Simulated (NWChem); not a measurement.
Species: SiBrF3; SMILES F[Si](Br)(F)F

```xyz
5

F     -0.1398     1.4838     1.3585
Si     0.0000     0.0000     0.7943
F      1.3549    -0.6208     1.3585
F     -1.2151    -0.8630     1.3585
Br     0.0000     0.0000    -1.3704
```
Atoms are numbered in this order, from 1.

Computed with NWChem. Geometry optimised at PBE0/def2-SVP; all other runs use it. This build's default masses of Se (78.918 u) and Br (79.917 u) are each other's, which moves their modes by up to 0.6 %.

| quantity | level | value |
|---|---|---|
| isotropic polarisability (bohr³), static | PBE0/def2-SVPD | ___ |
| vertical, lowest excitation, singlet (eV) | PBE0/def2-SVPD, TDA | 7.52 |
| −ε(HOMO) (eV) | PBE/def2-SVP | 8.11 |
| solvation free energy (kcal/mol) in water | PBE0/def2-SVP, SMD | ___ |
| dipole (D) | PBE0/def2-SVP | ___ |
| highest harmonic frequency (cm⁻¹) | PBE0/def2-SVP | 1014 |

Question: Some entries are withheld; supply them.

Answer: 
- isotropic polarisability (bohr³), static, value: 42.7
- solvation free energy (kcal/mol) in water, value: 0.9
- dipole (D), value: 0.94
